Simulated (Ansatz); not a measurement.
Computed with Ansatz on PBE0-D4/def2-TZVP structures; ΔE is electronic, products minus reactants. CCSD(T)/CBS is the MP2 limit (def2-TZVPP, def2-QZVPP) plus CCSD(T) − MP2 in def2-TZVPP, frozen cores. This one scheme is used for every species. Functionals use def2-TZVPP. Each species was taken in one conformer, which may not be the lowest.

Consider the formal exchange of groups at the Si–N bond: `BN(B)[SiH2]C` + `F[SiH2]Cl` → `C[SiH2][SiH](F)Cl` + `BNB`.

`BN(B)[SiH2]C`:

```xyz
14

B     1.488    0.939   -0.066
N     0.675   -0.099   -0.601
B     1.115   -0.841   -1.737
Si   -0.905   -0.563    0.065
C    -1.386    0.480    1.526
H     1.123    1.563    0.889
H     2.538    1.178   -0.585
H     2.167   -0.590   -2.244
H     0.414   -1.715   -2.170
H    -1.908   -0.426   -1.023
H    -0.828   -1.996    0.452
H    -1.458    1.536    1.261
H    -2.364    0.152    1.889
H    -0.670    0.382    2.345
```

`F[SiH2]Cl`:

```xyz
5

F     0.621   -1.278    0.719
Si    0.113    0.043   -0.003
Cl   -1.902   -0.083   -0.262
H     0.759    0.125   -1.326
H     0.409    1.193    0.873
```

`C[SiH2][SiH](F)Cl`:

Z-matrix (Å, degrees):
```
C
Si 1 1.872
H 1 1.092 2 110.6
H 1 1.092 2 110.5 3 -120.1
H 1 1.092 2 110.7 3 120.1
Si 2 2.340 1 110.1 3 178.1
H 2 1.489 1 111.5 3 59.8
H 2 1.489 1 111.6 3 -61.3
Cl 6 2.056 2 108.4 1 -54.5
F 6 1.600 2 110.1 1 62.6
H 6 1.483 2 116.9 1 -175.3
```

`BNB`:

Cartesian coordinates in Å:
```
B 0.218 -0.705 -1.034
N -0.455 -0.163 0.089
B 0.068 0.808 0.978
H 1.324 -0.327 -1.274
H -0.334 -1.523 -1.712
H -1.391 -0.499 0.272
H -0.602 1.188 1.895
H 1.171 1.222 0.786
```

CCSD(T)/CBS gives +38.4 kJ/mol.

(1) Another level gave +31.7 kJ/mol. Which?
A. PBE-D4/def2-TZVPP
B. ωB97X-V/def2-TZVPP
C. r2SCAN-D4/def2-TZVPP
D. ωB97M-V/def2-TZVPP

Largest T1 diagnostic among the species: 0.011.

Answers

(1) B. ωB97X-V 31.7, ωB97M-V 37.9, r2SCAN-D4 27.6, PBE-D4 12.4 kJ/mol.

From PBE to PBE0 (25 % exact exchange), in def2-TZVPP and without D4, ΔE moves by +7.9 kJ/mol.

CCSD(T)/CBS has its own doubt, a few kJ/mol and more with outer-core shells, so smaller differences from it don't rank the levels.
